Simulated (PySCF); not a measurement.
## Radial density of Cs (caesium, neutral)

B3LYP, [Xe] 6s1, 2S determinant. All numbers are calculated (PySCF 2.14, a scalar-relativistic core potential, in def2-SVP with the def2 core potential (46 electrons)). This is the valence pseudo-density: the core potential removes the inner electrons and smooths the orbitals near the nucleus.

```tsv
r (bohr)	4πr²ρ (e/bohr)	4πr²(ρα − ρβ)
0.187	1.597e-05	0.0000
0.314	0.0001581	0.0000
0.529	0.008999	0.0003
0.889	0.6750	0.0116
1.50	4.989	0.0310
2.52	2.706	0.0217
4.23	0.3579	0.2071
7.12	0.1252	0.1245
12.0	0.004393	0.0044
```

Energies and moments cover only the electrons outside the core potential. Spin-orbit coupling, which splits the p, d and f shells strongly at this Z, is absent.
